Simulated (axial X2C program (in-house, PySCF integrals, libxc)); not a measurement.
**Potential curves of SbS⁺, spin-free**

All values were computed with an axial X2C code built on PySCF integrals. Spin-free means the one-electron spin-free X2C Hamiltonian. Basis: Sb dyall-cv3z [11s12p8d4f1g], S dyall-av3z [9s8p3d2f] (cores contracted in-house); Gaussian nuclei, density fitting, unrestricted open shells. Masses: Sb 120.904 u, S 31.972 u.

State: M_S = 0, Λ = 0 (closed shell). Energies in eV from the fragments at the same level (Sb+ + S). Fits are polynomials in 1 − R0/R over 0.85 to 1.23 times the lowest point R0.

| R (Å) | PBEsol | PBE0 | CCSD(T) | HF |
| --- | --- | --- | --- | --- |
| 1.8635 | -3.9160 | -3.1786 |  | -0.5645 |
| 1.9492 | -4.9520 | -4.1893 | -3.8542 | -1.5329 |
| 2.0135 | -5.4073 | -4.6186 | -4.3580 | -1.9140 |
| 2.0777 | -5.6550 | -4.8353 | -4.6468 | -2.0708 |
| 2.1420 | -5.7440 | -4.8891 | -4.7720 | -2.0547 |
| 2.2170 | -5.6967 | -4.7967 | -4.7638 | -1.8710 |
| 2.2919 | -5.5316 | -4.5833 | -4.6366 | -1.5581 |
| 2.3883 | -5.2020 | -4.1882 | -4.3577 | -1.0268 |
| 2.5061 | -4.6931 | -3.5963 |  | -0.2622 |
| 2.6775 | -3.8680 | -2.6486 |  | 0.9271 |

Correlated methods: 10 electrons correlated (number of frozen shells: Sb 4 s, 3 p, 2 d; S 2 s, 1 p), 258 virtual spin orbitals or spinors in MP2, 88 natural virtuals in coupled cluster.

The state is one determinant whose occupation by symmetry is held fixed; it was picked as the lowest of a PBE0 search that is not exhaustive. The closed shell is kept restricted, so the energy runs too high when the bond is stretched far. Dissociation energies refer to the lowest single-determinant-based atoms at the same level and basis. Coupled cluster ran in a truncated set of natural virtual spinors; the MP2 energy of the rest was added. (T) has no such correction and the atoms are truncated less, which lowers De at CCSD(T) by a hundredth of an eV or more. The functionals have no current-density term, which raises determinants with orbital currents, atoms included. The T1 diagnostic is large, a sign of multireference character. With the outer-core shells frozen, correlated bond lengths of heavy atoms tend to come out a few hundredths of an ångström too long. Spin-free De lacks the spin–orbit lowering of the heavy p-block atom, a tenth of an eV or more for 4p and 5p, up to an eV for 6p and one to two eV for 7p atoms, less what an open-shell molecule gains itself. Coupled cluster ran on the points near the minimum only. MP2 and coupled cluster on one determinant become unreliable at the stretched end.

**Question.** Fit the PBEsol curve near its minimum: give the equilibrium distance, the harmonic wavenumber and the well depth.

**Answer.** At PBEsol, spin-free: Re = 2.154 Å, ωe ≈ 545 cm⁻¹, De = 5.75 eV to Sb+ + S; Be follows as 0.144 cm⁻¹.

**Question.** What are Re, ωe and De at the PBE0 level?

**Answer.** At PBE0, spin-free: Re = 2.135 Å, ωe ≈ 577 cm⁻¹, De = 4.89 eV to Sb+ + S; Be follows as 0.146 cm⁻¹.

**Question.** What are Re, ωe and De at the CCSD(T) level?

**Answer.** At CCSD(T), spin-free: Re = 2.174 Å, ωe ≈ 526 cm⁻¹, De = 4.79 eV to Sb+ + S; Be follows as 0.141 cm⁻¹.

**Question.** Fit the HF curve near its minimum: give the equilibrium distance, the harmonic wavenumber and the well depth.

**Answer.** At HF, spin-free: Re = 2.102 Å, ωe ≈ 636 cm⁻¹, De = 2.08 eV to Sb+ + S; Be follows as 0.151 cm⁻¹.
